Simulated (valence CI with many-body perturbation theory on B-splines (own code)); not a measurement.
**Forbidden lines of Ir LXXI**

Calculated by valence CI with perturbative core correlation (CI+MBPT): five valence electrons over a frozen Dirac-Fock core [He], radial functions for each j: 9 s, 9 p, 8 d, 6 f, 3 g, 1 h, with the one-electron correlation potential Σ1, the two-electron term Σ2, the three-electron term Σ3, Breit, model QED; selected CI, second order for the rest (own B-spline code, finite nucleus).

The last digits are not significant, and no measured levels were compared; by estimate large intervals hold to a few tenths of a per cent, small ones and those within an open d or f shell to about a per cent. Among the levels kept, up to 1200 cm⁻¹ of a level comes from second order outside the variational space, and about a tenth of that is noise between levels of different J, which matters for small intervals.

Lines 1 to 50 of 61 in falling wavelength, among levels below 12436 eV, chosen from the decays that carry over 1 % of a level's rate. Wavelengths and rates use the calculated energies. Electric multipoles are in the length gauge, E1 and E2 with the static RPA response of the core. S is in atomic units (e²a₀⁴ for E2 and M2, e²a₀⁶ for E3), for M1 in squared Bohr magnetons. Weak lines are less certain than strong ones. Lines between different terms over intervals too small for the method are left out, as are lines whose strength nearly cancels. The highest levels of a list are the least certain.

Levels are named by their leading jj configuration (3d3/2^4 stands for four electrons in 3d with j = 3/2), which in mixed levels can hold well under half, so a name can repeat and another be missing. Letters in brackets count levels of one name in rising energy.

```
λ vac (nm)                               Upper                       Lower  Type   A (s⁻¹)  S (a.u.)
    0.7414          (2s^2 2p1/2 2p3/2^2) J=3/2  (2s^2 2p1/2^2 2p3/2) J=3/2    M1  4.31e+10  2.60e+00
    0.7397                (2s^2 2p3/2^3) J=3/2  (2s^2 2p1/2 2p3/2^2) J=1/2    M1  1.07e+10  6.42e-01
    0.7343      (2s^2 2p1/2 2p3/2 3p1/2) J=1/2  (2s^2 2p1/2^2 3p1/2) J=1/2    M1  2.94e+10  8.63e-01
    0.7313          (2s^2 2p1/2 2p3/2^2) J=5/2  (2s^2 2p1/2^2 2p3/2) J=3/2    M1  7.13e+09  6.21e-01
    0.7313          (2s^2 2p1/2 2p3/2^2) J=5/2  (2s^2 2p1/2^2 2p3/2) J=3/2    E2  3.14e+08  3.51e-05
    0.7156                (2s^2 2p3/2^3) J=3/2  (2s^2 2p1/2 2p3/2^2) J=5/2    M1  1.17e+10  6.38e-01
    0.7077          (2s^2 2p1/2 2p3/2^2) J=1/2  (2s^2 2p1/2^2 2p3/2) J=3/2    M1  2.35e+10  6.18e-01
    0.7077          (2s^2 2p1/2 2p3/2^2) J=1/2  (2s^2 2p1/2^2 2p3/2) J=3/2    E2  2.65e+08  8.41e-06
    0.7061                (2s^2 2p3/2^3) J=3/2  (2s^2 2p1/2 2p3/2^2) J=3/2    M1  4.67e+10  2.44e+00
    0.1293      (2s^2 2p1/2 2p3/2 3p1/2) J=1/2  (2s^2 2p1/2 2p3/2^2) J=1/2    M1  2.70e+10  4.32e-03
    0.1292  (2s^2 2p1/2 2p3/2 3p1/2) J=3/2 [a]  (2s^2 2p1/2 2p3/2^2) J=1/2    E2  3.48e+11  4.47e-06
    0.1290      (2s^2 2p1/2 2p3/2 3p1/2) J=5/2  (2s^2 2p1/2 2p3/2^2) J=1/2    E2  6.78e+11  1.30e-05
    0.1285      (2s^2 2p1/2 2p3/2 3p1/2) J=1/2  (2s^2 2p1/2 2p3/2^2) J=5/2    E2  7.26e+11  4.55e-06
    0.1284  (2s^2 2p1/2 2p3/2 3p1/2) J=3/2 [a]  (2s^2 2p1/2 2p3/2^2) J=5/2    M1  4.93e+10  1.55e-02
    0.1284  (2s^2 2p1/2 2p3/2 3p1/2) J=3/2 [a]  (2s^2 2p1/2 2p3/2^2) J=5/2    E2  2.85e+10  3.56e-07
    0.1284          (2s^2 2p1/2^2 3p1/2) J=1/2  (2s^2 2p1/2^2 2p3/2) J=3/2    E2  3.52e+12  2.20e-05
    0.1284          (2s^2 2p1/2^2 3p1/2) J=1/2  (2s^2 2p1/2^2 2p3/2) J=3/2    M1  8.22e+10  1.29e-02
    0.1284  (2s^2 2p1/2 2p3/2 3p1/2) J=3/2 [b]  (2s^2 2p1/2 2p3/2^2) J=1/2    E2  3.25e+11  4.06e-06
    0.1283      (2s^2 2p1/2 2p3/2 3p1/2) J=5/2  (2s^2 2p1/2 2p3/2^2) J=5/2    E2  1.99e+12  3.71e-05
    0.1283      (2s^2 2p1/2 2p3/2 3p1/2) J=5/2  (2s^2 2p1/2 2p3/2^2) J=5/2    M1  3.94e+10  1.85e-02
    0.1282      (2s^2 2p1/2 2p3/2 3p1/2) J=1/2  (2s^2 2p1/2 2p3/2^2) J=3/2    E2  1.09e+12  6.74e-06
    0.1282      (2s^2 2p1/2 2p3/2 3p1/2) J=1/2  (2s^2 2p1/2 2p3/2^2) J=3/2    M1  7.04e+10  1.10e-02
    0.1281  (2s^2 2p1/2 2p3/2 3p1/2) J=3/2 [a]  (2s^2 2p1/2 2p3/2^2) J=3/2    E2  2.13e+12  2.63e-05
    0.1280      (2s^2 2p1/2 2p3/2 3p1/2) J=5/2  (2s^2 2p1/2 2p3/2^2) J=3/2    E2  4.97e+11  9.14e-06
    0.1277  (2s^2 2p1/2 2p3/2 3p1/2) J=3/2 [b]  (2s^2 2p1/2 2p3/2^2) J=5/2    E2  1.96e+12  2.38e-05
    0.1274  (2s^2 2p1/2 2p3/2 3p1/2) J=3/2 [b]  (2s^2 2p1/2 2p3/2^2) J=3/2    E2  1.53e+11  1.83e-06
    0.1228  (2s^2 2p1/2 2p3/2 3p3/2) J=3/2 [a]  (2s^2 2p1/2 2p3/2^2) J=1/2    E2  6.79e+10  6.76e-07
    0.1224  (2s^2 2p1/2 2p3/2 3p3/2) J=3/2 [b]  (2s^2 2p1/2 2p3/2^2) J=1/2    E2  6.44e+11  6.32e-06
    0.1224      (2s 2p1/2^2 2p3/2 3p3/2) J=7/2  (2s 2p1/2^2 2p3/2^2) J=5/2    E2  1.18e+12  2.32e-05
    0.1223  (2s^2 2p1/2 2p3/2 3p3/2) J=5/2 [b]  (2s^2 2p1/2 2p3/2^2) J=1/2    E2  7.02e+11  1.03e-05
    0.1223  (2s 2p1/2^2 2p3/2 3p3/2) J=1/2 [b]  (2s 2p1/2^2 2p3/2^2) J=3/2    E2  2.12e+12  1.03e-05
    0.1222  (2s^2 2p1/2 2p3/2 3p3/2) J=5/2 [a]  (2s^2 2p1/2 2p3/2^2) J=5/2    E2  2.77e+11  4.05e-06
    0.1221  (2s^2 2p1/2 2p3/2 3p3/2) J=1/2 [a]  (2s^2 2p1/2 2p3/2^2) J=5/2    E2  2.82e+11  1.37e-06
    0.1221  (2s^2 2p1/2 2p3/2 3p3/2) J=3/2 [a]  (2s^2 2p1/2 2p3/2^2) J=5/2    E2  8.63e+11  8.36e-06
    0.1220      (2s^2 2p1/2 2p3/2 3p3/2) J=7/2  (2s^2 2p1/2 2p3/2^2) J=5/2    E2  1.25e+12  2.41e-05
    0.1220          (2s^2 2p1/2^2 3p3/2) J=3/2  (2s^2 2p1/2^2 2p3/2) J=3/2    E2  1.76e+12  1.70e-05
    0.1219  (2s^2 2p1/2 2p3/2 3p3/2) J=5/2 [a]  (2s^2 2p1/2 2p3/2^2) J=3/2    E2  1.08e+12  1.57e-05
    0.1219  (2s^2 2p1/2 2p3/2 3p3/2) J=1/2 [a]  (2s^2 2p1/2 2p3/2^2) J=3/2    E2  1.17e+12  5.63e-06
    0.1218  (2s^2 2p1/2 2p3/2 3p3/2) J=3/2 [a]  (2s^2 2p1/2 2p3/2^2) J=3/2    E2  3.96e+11  3.79e-06
    0.1217  (2s^2 2p1/2 2p3/2 3p3/2) J=3/2 [b]  (2s^2 2p1/2 2p3/2^2) J=5/2    E2  1.08e+11  1.04e-06
    0.1217      (2s^2 2p1/2 2p3/2 3p3/2) J=7/2  (2s^2 2p1/2 2p3/2^2) J=3/2    E2  1.42e+11  2.70e-06
    0.1213  (2s^2 2p1/2 2p3/2 3p3/2) J=1/2 [b]  (2s^2 2p1/2 2p3/2^2) J=5/2    E2  2.43e+12  1.14e-05
    0.1211  (2s^2 2p1/2 2p3/2 3p3/2) J=1/2 [b]  (2s^2 2p1/2 2p3/2^2) J=3/2    E2  1.11e+12  5.17e-06
    0.1209  (2s 2p1/2^2 2p3/2 3p3/2) J=1/2 [b]  (2s 2p1/2^2 2p3/2^2) J=5/2    E2  6.42e+11  2.96e-06
    0.1197      (2s 2p1/2^2 2p3/2 3d5/2) J=9/2  (2s 2p1/2^2 2p3/2^2) J=5/2    M2  1.03e+11  2.26e-06
    0.1197      (2s 2p1/2^2 2p3/2 3d5/2) J=9/2  (2s 2p1/2^2 2p3/2^2) J=5/2    E3  6.43e+09  7.22e-07
    0.1193      (2s^2 2p1/2 2p3/2 3d5/2) J=9/2  (2s^2 2p1/2 2p3/2^2) J=5/2    M2  1.02e+11  2.21e-06
    0.1193      (2s^2 2p1/2 2p3/2 3d5/2) J=9/2  (2s^2 2p1/2 2p3/2^2) J=5/2    E3  6.65e+09  7.25e-07
    0.1047  (2s^2 2p1/2 2p3/2 3p3/2) J=5/2 [a]  (2s^2 2p1/2^2 2p3/2) J=3/2    E2  4.19e+11  2.82e-06
    0.1047  (2s^2 2p1/2 2p3/2 3p3/2) J=1/2 [a]  (2s^2 2p1/2^2 2p3/2) J=3/2    E2  8.63e+11  1.94e-06
```
